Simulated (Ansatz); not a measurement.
Wavefunction ladder for BrClH$_{3}$NOSi (`N[Si](O)(Cl)Br`)

| atom | x (Å) | y (Å) | z (Å) |
| --- | --- | --- | --- |
| N1 | -0.6274 | 0.7571 | 0.7514 |
| Si2 | 0.1330 | -0.4417 | -0.1717 |
| O3 | 0.9672 | 0.2038 | -1.4080 |
| Cl4 | 1.3302 | -1.4650 | 1.1304 |
| Br5 | -1.2184 | -1.8851 | -1.1531 |
| H6 | -0.8618 | 0.5654 | 1.7122 |
| H7 | -1.3067 | 1.3624 | 0.3166 |
| H8 | 1.5841 | 0.9031 | -1.1778 |

Total charge 0; spin multiplicity 1. Correlated methods include outer-core shells of Br, which these sets cover unevenly. Scalar relativity is left out up to krypton. The structure was optimised at the PBE0-D4/def2-TZVP level. It is one conformer, not always the lowest. Frozen core, restricted reference, Ansatz 0.2.0.

```
     basis      HF (Eh)  MP2 corr.  CCSD corr.       (T)  CCSD(T) total
  def2-SVP  -3451.44392   -0.80764           ?         ?              ?
def2-TZVPP            ?          ?    -1.06102  -0.04058              ?
def2-QZVPP  -3452.27688   -1.41505           –         –              –
```

(1) Fill in the withheld values. (Best estimate.)

Results:

(1) The calculation gave: def2-SVP CCSD corr.: -0.83732; def2-SVP (T): -0.01889; def2-SVP CCSD(T) total: -3452.30013; def2-TZVPP HF (Eh): -3452.19895; def2-TZVPP MP2 corr.: -1.03096; def2-TZVPP CCSD(T) total: -3453.30055.
